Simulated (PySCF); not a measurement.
CH₈FNOSi₂, SMILES N[Si@@H](C)[Si@H](F)O.

Coordinates come from a B3LYP-D3(BJ)/def2-SVP optimisation. The structure was generated by enumeration; whether it is a known compound was not checked. One conformer was computed; it need not be the lowest.

All values below come from TDA-PBE/def2-SVPD (PySCF).

Vertical excitations. 

```tsv
state	energy (eV)	λ (nm)	f	main pairs
S1	5.05	245	0.011	HOMO→LUMO 91 %
S2	5.13	242	0.021	HOMO→LUMO+1 90 %
S3	6.05	205	0.012	HOMO−1→LUMO+1 89 %
S4	6.06	205	0.014	HOMO−1→LUMO 70 %, HOMO→LUMO+2 20 %
S5	6.17	201	0.005	HOMO→LUMO+2 79 %, HOMO−1→LUMO 17 %
S6	6.49	191	0.039	HOMO→LUMO+3 92 %
S7	6.67	186	0.008	HOMO→LUMO+4 94 %
S8	6.90	180	0.025	HOMO→LUMO+5 88 %
S9	7.00	177	0.003	HOMO→LUMO+6 84 %
S10	7.09	175	0.013	HOMO−1→LUMO+2 44 %, HOMO−2→LUMO 21 %, HOMO−3→LUMO 19 %, HOMO−1→LUMO+3 8 %
T1	4.78	259	0	HOMO→LUMO 98 %
T2	4.93	252	0	HOMO→LUMO+1 99 %
T3	5.49	226	0	HOMO−1→LUMO 94 %
T4	5.64	220	0	HOMO−1→LUMO+1 96 %
```
Triplets are in the Tamm–Dancoff approximation.
